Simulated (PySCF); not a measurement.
**Worked example: chemical shift, span and skew from a shielding tensor**

CH₈FNSi₂, SMILES C[Si@@H](F)N[SiH3]. Atoms are numbered in the order given.

```xyz
13

C      1.7037     0.9714    -0.6533
Si     0.9114    -0.5935    -0.0450
F      1.2426    -0.7031     1.5509
N     -0.7927    -0.6124    -0.3212
Si    -1.9714     0.6702    -0.2250
H      1.5372     1.1050    -1.7330
H      1.3025     1.8526    -0.1304
H      2.7887     0.9388    -0.4711
H      1.4777    -1.8244    -0.6610
H     -1.1852    -1.5468    -0.4131
H     -2.7970     0.7391    -1.4704
H     -1.2307     1.9534    -0.0568
H     -2.9098     0.4942     0.9265
```
Charge 0, spin multiplicity 1.

The structure is a stationary point at PBE0-D3(BJ)/def2-SVP. The structure was generated by enumeration; whether it is a known compound was not checked. One conformer was computed; it need not be the lowest.

GIAO shieldings from PBE/pcSseg-1 (PySCF), non-relativistic, no solvent. The symmetric part of the tensor of Si5 has the principal values 346.8, 382.4, 458.3 ppm. The same nucleus in TMS has σ = 335.4 ppm at this level (PySCF, at its B3LYP-D3(BJ)/def2-TZVP geometry).

**Question.** Work out the isotropic shielding, the ²⁹Si shift against TMS, the span and the skew.

**Answer.** 
σ(iso) = (σ11 + σ22 + σ33)/3 = 395.8 ppm. δ = σ(ref) − σ(iso) = 335.4 − (395.8) = -60.4 ppm.
Span Ω = σ33 − σ11 = 111.5 ppm. Skew κ = 3(σ(iso) − σ22)/Ω = 0.36. Tumbling in solution averages the tensor to δ; in a static solid the shielding alone would spread this spin-1/2 line over Ω.
